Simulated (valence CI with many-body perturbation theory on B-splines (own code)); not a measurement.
The numbers below are computed, except where a source is named.
## Ag15+: what each term of the Hamiltonian does

Level of theory: configuration interaction combined with many-body perturbation theory (CI+MBPT): four valence electrons over a frozen Dirac-Fock core [Ar] 3d10, radial functions for each j: 11 s, 11 p, 9 d, 7 f, 5 g, 2 h, 1 i, with the one-electron correlation potential Σ1 (screened to all orders), the two-electron term Σ2, the three-electron term Σ3, Breit, model QED; selected single and double excitations, second order for the rest (own B-spline code, finite nucleus).

No measured spectrum was set against this ion. As an estimate, levels hold to about 250 cm⁻¹ or 0.2 % of their energy and the worst to 1 %, as in measured heavy ions of charge 2 to 7; those with d or f electrons hold less well.

Each rung adds one term. CI alone is the Dirac-Coulomb CI over the frozen core; QED comes last and gives the full result, which names the levels. Energies are above 4s²4p² ³P_0 on the same rung, in cm⁻¹.

Names give the largest LS component (configuration and term), which can be under half, so a name can repeat, a term be missing and a line seem to break the LS rules; names also repeat where a configuration has a term twice.

| Level | CI alone | Σ1 | Σ2 | Σ3 | Breit | QED | Full |
| --- | --- | --- | --- | --- | --- | --- | --- |
| 4s²4p² ³P_1 | 43037 | +566 | +398 | +43 | -793 | +113 | 43364 |
| 4s²4p² ³P_2 | 57365 | +616 | +190 | +12 | -885 | +117 | 57415 |
| 4s²4p² ¹D_2 | 112458 | +1190 | +381 | +14 | -1648 | +217 | 112612 |
| 4s²4p² ¹S_0 | 150848 | +1228 | -360 | -119 | -1582 | +195 | 150209 |
| 4s4p³ ⁵S°_2 | 306687 | +1154 | +3495 | +215 | -403 | -1056 | 310092 |
| 4s4p³ ³D°_1 | 368917 | +1171 | +986 | +92 | -340 | -1022 | 369804 |
| 4s4p³ ³D°_2 | 375417 | +1368 | +1766 | +125 | -675 | -983 | 377017 |
| 4s4p³ ³D°_3 | 392260 | +1557 | +1833 | +135 | -1005 | -948 | 393832 |
| 4s4p³ ³P°_0 | 425581 | +1605 | +695 | +20 | -878 | -965 | 426059 |
| 4s4p³ ³P°_1 | 432421 | +1695 | +470 | +39 | -1032 | -941 | 432652 |
| 4s4p³ ³P°_2 | 438427 | +1709 | +325 | +74 | -1138 | -889 | 438507 |
| 4s4p³ ³S°_1 | 490898 | +1586 | -6921 | -82 | -687 | -1031 | 483764 |
| 4s4p³ ¹D°_2 | 485940 | +1964 | -416 | +84 | -1626 | -765 | 485181 |
| 4s4p³ ¹P°_1 | 552505 | +2207 | -5788 | -84 | -1588 | -871 | 546380 |
| 4s²4p4d ³F°_2 | 550274 | +1256 | -297 | +138 | -1567 | -47 | 549758 |
| 4s²4p4d ³F°_3 | 573000 | +1486 | -51 | +147 | -2042 | +42 | 572582 |
| 4s²4p4d ³P°_2 | 601416 | +1465 | -4434 | +16 | -1773 | -77 | 596613 |
| 4s²4p4d ³D°_1 | 612745 | +1387 | -5208 | -37 | -1555 | -57 | 607276 |
| 4s²4p4d ³F°_4 | 611234 | +1967 | +598 | +175 | -2789 | +137 | 611322 |

The middle columns are the shifts that each term adds.

**Question.** How does the ionisation energy move along the ladder, and which term matters most?

**Answer.** CI alone 380.76, + Σ1 381.99, + Σ2 381.90, + Σ3 381.82, + Breit 381.56, + QED 381.58 eV. The largest step is Σ1, 1.23 eV. NIST lists 381 ± 3 eV (theoretical).
